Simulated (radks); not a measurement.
Results of a calculation; reference values are marked as such.
Task: These are the eigenvalues of the occupied orbitals of an atom or ion with whole-number occupations (eV). Code: a radial shooting solver on a logarithmic mesh with Libxc functionals. Model: Dirac Kohn-Sham, LDA (Slater exchange, Perdew-Wang correlation), spin-unpolarised, spherical densities, finite nucleus; Fermi nuclear charge, rms radius of each element as measured or else 0.836 A^(1/3) + 0.57 fm.

1s1/2: -57242.34
2s1/2: -9612.534
2p1/2: -9160.428
2p3/2: -8244.629
3s1/2: -2153.079
3p1/2: -1953.916
3p3/2: -1761.645
3d3/2: -1419.223
3d5/2: -1377.159
4s1/2: -424.0336
4p1/2: -344.4175
4p3/2: -300.9525
4d3/2: -169.5494
4d5/2: -161.6512
5s1/2: -51.8962
5p1/2: -30.3751
5p3/2: -24.9748
6s1/2: -3.9864
4f5/2: -3.9082
4f7/2: -2.8242

Which element is it, and in what charge state? The configuration may be excited. Open shells, if any, fill j = l - 1/2 first.

Result: Z = 68, erbium, charge 0: Er in [Xe] 4f12 6s2. The list shows which subshells hold electrons but not how many an open one holds; the 1s level, -2103.6 hartree, gives Z - s = 64.9 by -(Z - s)^2/2, which with screening and relativity narrows Z to a few neighbours, and the depths of the outer levels then fix element, charge and occupations together.
